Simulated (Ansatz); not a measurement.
Calculated with Ansatz (gas phase, PBE0-D4/def2-TZVP geometries, no zero-point term in ΔE). CCSD(T)/CBS adds triple-zeta CCSD(T) − MP2 to the extrapolated MP2 energy (def2 sets, frozen cores). This one scheme is used for every species. DFT in def2-TZVPP. B3LYP here is the variant with VWN-RPA as its local correlation; programs differ in this. HSE06 is defined as in plane-wave codes. One conformer a species, not always the lowest.

Reaction (hydrogenolysis of a C–Si bond): `F/C(S)=C\[SiH3]` + H₂ → `C=C(F)S` + SiH₄

`F/C(S)=C\[SiH3]`:

Cartesian coordinates in Å:
```
F 0.831 0.630 1.465
C 0.426 0.998 0.244
S 0.879 2.638 -0.164
C -0.192 0.147 -0.567
Si -0.488 -1.649 -0.202
H 0.805 3.107 1.093
H -0.531 0.561 -1.511
H 0.420 -2.129 0.868
H -1.897 -1.872 0.219
H -0.252 -2.430 -1.445
```

H₂:

Cartesian coordinates in Å:
```
H -0.012 0.370 -0.049
H 0.012 -0.370 0.049
```

`C=C(F)S`:

Z-matrix (Å, degrees):
```
C
C 1 1.322
H 1 1.079 2 121.2
H 1 1.082 2 119.5 3 180.0
F 2 1.337 1 120.8 3 180.0
S 2 1.753 1 130.2 3 -0.0
H 6 1.341 2 95.0 1 0.0
```

SiH₄:

Cartesian coordinates in Å:
```
Si 0.000 0.000 0.000
H -0.845 0.718 -0.987
H 1.364 -0.184 -0.557
H -0.598 -1.327 0.292
H 0.079 0.793 1.253
```

Q: Is it downhill or uphill in electronic energy at CCSD(T)/CBS, and by how much? (Estimate.)

A: Computed: Downhill: ΔE = -9.2 kJ/mol.

Q: What do these levels give: LDA (SPW92), B97M-V, B3LYP-D4, r2SCAN0-D4, HSE06-D4, PBE, PBE0, LC-ωPBE, MP2/def2-SVP, SCS-MP2/def2-TZVPP, HF/def2-QZVPP, SCS-MP2/def2-QZVPP? (Best estimate.)

A: The calculation gave: LDA (SPW92) -5.9, B97M-V -12.3, B3LYP-D4 -10.8, r2SCAN0-D4 -9.2, HSE06-D4 -9.2, PBE -11.2, PBE0 -14.7, LC-ωPBE -16.2, MP2/def2-SVP -9.6, SCS-MP2/def2-TZVPP -11.0, HF/def2-QZVPP -35.3, SCS-MP2/def2-QZVPP -9.5 kJ/mol.

Q: What do rigid-rotor, harmonic-oscillator terms from PBE0-D4/def2-TZVP frequencies (298.15 K, 1 bar) make of the CCSD(T)/CBS value? (An estimate is asked.)

A: Ansatz gave: ΔZPE = +15.0 kJ/mol, ΔH = +1.1 kJ/mol, ΔS = 10 J/(mol·K), ΔG = -1.9 kJ/mol. Modes under 50 cm⁻¹ make the entropy rough.

Largest T1 diagnostic among the species: 0.013.

Leaving LDA and LC-ωPBE aside and taking each functional with its dispersion term where it has one, the values, not all of them listed here, spread over 14.1 kJ/mol, from BHLYP-D4 to revPBE-D4. LDA lies +5.3 kJ/mol from PBE without D4. From BLYP to BHLYP (50 % exact exchange), in def2-TZVPP and without D4, ΔE moves by −4.9 kJ/mol. In def2-TZVPP, CCSD(T) changes the Hartree–Fock value by +23.5 kJ/mol (the triples alone add +5.4 kJ/mol) and MP2 by +31.5 kJ/mol.
